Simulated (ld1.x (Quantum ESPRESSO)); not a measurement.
## Reading a pseudo-wave (Nb (Z = 41))

Columns: radius, all-electron u(r) and pseudo u(r) of the 4s shell (level -64.78 eV) of niobium in the configuration [Ar] 3d10 4s2 4p6 4d4 5s0 5p0; BLYP, scalar-relativistic, RRKJ scheme, ld1.x (Quantum ESPRESSO) 7.5.

```csv
r (bohr),all-electron,pseudo
0.105,-0.3712,-0.0822
0.210,0.1683,-0.1739
0.315,0.5708,-0.2817
0.420,0.4294,-0.4071
0.525,0.0257,-0.5455
0.630,-0.3991,-0.6870
0.735,-0.7328,-0.8181
0.840,-0.9475,-0.9248
0.945,-1.0539,-0.9953
1.050,-1.0764,-1.0229
1.155,-1.0399,-1.0068
1.260,-0.9670,-0.9530
1.365,-0.8747,-0.8718
1.470,-0.7751,-0.7757
1.575,-0.6761,-0.6766
1.680,-0.5826,-0.5826
1.785,-0.4972,-0.4972
1.890,-0.4209,-0.4209
1.995,-0.3542,-0.3542
2.100,-0.2964,-0.2964
2.205,-0.2470,-0.2470
2.310,-0.2050,-0.2050
2.415,-0.1696,-0.1696
2.520,-0.1399,-0.1399
2.625,-0.1152,-0.1152
2.730,-0.0946,-0.0946
```

How many radial nodes do the two functions have?

The all-electron 4s function has n − l − 1 = 3 (the table is too coarse to show those close to the nucleus); the pseudo-wave has 0, since the states of the same l below it are removed with the core.

At about which radius was the pseudo-wave matched?

1.70 bohr. The columns agree to 0.0005 from 1.57 bohr on; several derivatives are matched, so the curves merge somewhat inside the radius.

Where does each function peak?

Outermost all-electron maximum near 1.05 bohr, pseudo maximum near 1.05 bohr (to the table’s step).

Is the pseudo-wave norm-conserving?

Yes: the RRKJ scheme keeps the norm inside the radius equal to the all-electron one, which fixes the energy derivative of the logarithmic derivative at the level.
